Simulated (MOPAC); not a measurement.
Input for MOPAC: AM1 on GaCl, a point of a bond scan (R = 1.791 Å).

```
AM1 1SCF PRECISE CHARGE=0 THREADS=1
ClGa

Ga    -0.00000000 1    -0.00000000 1    -0.79296210 1
Cl     0.00000000 1     0.00000000 1     0.99819934 1
```

The log:

```
*******************************************************************************
 **                                                                           **
 **                              MOPAC v23.2.5                                **
 **                                                                           **
 *******************************************************************************
 ** MOPAC's Digital Object Identifier: https://doi.org/10.5281/zenodo.6511958 **
 **                                                                           **
 ** Please cite the open-source release paper for use of this MOPAC version:  **
 ** J. E. Moussa and J. J. P. Stewart (2026)                                  **
 ** MOPAC: An open-source semiempirical molecular orbital program             **
 ** J. Open Source Softw., 11(119), 8025, https://doi.org/10.21105/joss.08025 **
 *******************************************************************************

                              AM1 CALCULATION RESULTS

 *******************************************************************************
 *  AM1        - The AM1 Hamiltonian to be used
 *
 *
 *
 *                 CHARGE ON SYSTEM = 0
 *
 *
 *
 *  PRECISE    - TIGHTER CRITERIA TO BE USED
 *  1SCF       - DO 1 SCF AND THEN STOP
 *  THREADS=1  - MULTI-THREADING NOT USED
 *  T=         - A TIME OF 172800.0 SECONDS REQUESTED
 *  DUMP=N     - RESTART FILE WRITTEN EVERY 7200.0 SECONDS REQUESTED
 *******************************************************************************
AM1 1SCF PRECISE CHARGE=0 THREADS=1
 ClGa

   ATOM   CHEMICAL          X               Y               Z
  NUMBER   SYMBOL      (ANGSTROMS)     (ANGSTROMS)     (ANGSTROMS)

     1      Ga         -0.00000000  *  -0.00000000  *  -0.79296210  *
     2      Cl          0.00000000  *   0.00000000  *   0.99819934  *



          CARTESIAN COORDINATES

    NO.       ATOM           X           Y           Z

     1        Ga         -0.0000     -0.0000     -0.7930
     2        Cl          0.0000      0.0000      0.9982

 Cl: (AM1): M.J.S. DEWAR AND E. G. ZOEBISCH, THEOCHEM, 180, 1 (1988).
 Ga: (AM1): J. J. P. STEWART, J. MOL. MOD., 10, 155-164 (2004)

           Empirical Formula: Ga Cl  =     2 atoms



      MOLECULAR POINT GROUP   :   C*v


      RHF CALCULATION, NO. OF DOUBLY OCCUPIED LEVELS = 5


 -------------------------------------------------------------------------------
 AM1 1SCF PRECISE CHARGE=0 THREADS=1
 ClGa



     1SCF WAS SPECIFIED, SO BFGS WAS NOT USED
     SCF FIELD WAS ACHIEVED


                              AM1 CALCULATION
                                                       MOPAC v23.2.5 Linux




          FINAL HEAT OF FORMATION =         -7.63220 KCAL/MOL =     -31.93313 KJ/MOL


          COSMO AREA              =         80.06 SQUARE ANGSTROMS
          COSMO VOLUME            =         64.17 CUBIC ANGSTROMS

          IONIZATION POTENTIAL    =         10.549087 EV
          HOMO LUMO ENERGIES (EV) =        -10.549 -1.154
          NO. OF FILLED LEVELS    =          5
          MOLECULAR WEIGHT        =        105.1880         POINT GROUP:  C*v

          MOLECULAR DIMENSIONS (Angstroms)

            Atom       Atom       Distance
           Cl     2   Ga     1     1.79116
           Cl     2   Ga     1     0.00000
           Ga     1   Cl     2     0.00000


          SCF CALCULATIONS        =          1





   ATOM   CHEMICAL          X               Y               Z
  NUMBER   SYMBOL      (ANGSTROMS)     (ANGSTROMS)     (ANGSTROMS)

     1      Ga         -0.00000000  *  -0.00000000  *  -0.79296210  *
     2      Cl          0.00000000  *   0.00000000  *   0.99819934  *

                             CARTESIAN COORDINATES

   1   Ga       -0.000000000    -0.000000000    -0.792962100
   2   Cl        0.000000000     0.000000000     0.998199340


           Empirical Formula: Ga Cl  =     2 atoms



      MOLECULAR POINT GROUP   :   C*v


                  EIGENVALUES
 -37.89838 -14.45115 -13.41182 -13.41182 -10.54909  -1.15387  -1.15387   1.54510


              NET ATOMIC CHARGES AND DIPOLE CONTRIBUTIONS

  ATOM NO.   TYPE          CHARGE      No. of ELECS.   s-Pop       p-Pop
    1         Ga           0.097475        2.9025     0.20053     2.70200
    2         Cl          -0.097475        7.0975     1.99679     5.10069
 DIPOLE           X         Y         Z       TOTAL
 POINT-CHG.     0.000     0.000    -0.839     0.839
 HYBRID        -0.000     0.000     0.337     0.337
 SUM           -0.000     0.000    -0.502     0.502


          ATOMIC ORBITAL ELECTRON POPULATIONS

     Atom    s        px        py        pz
    1 Ga   0.20053   0.37347   0.37347   1.95506
    2 Cl   1.99679   1.62653   1.62653   1.84762

 **********************
 *                    *
 * JOB ENDED NORMALLY *
 *                    *
 **********************




 == MOPAC DONE ==
```

The run finished.

Cost: very roughly 0.03 core-seconds.
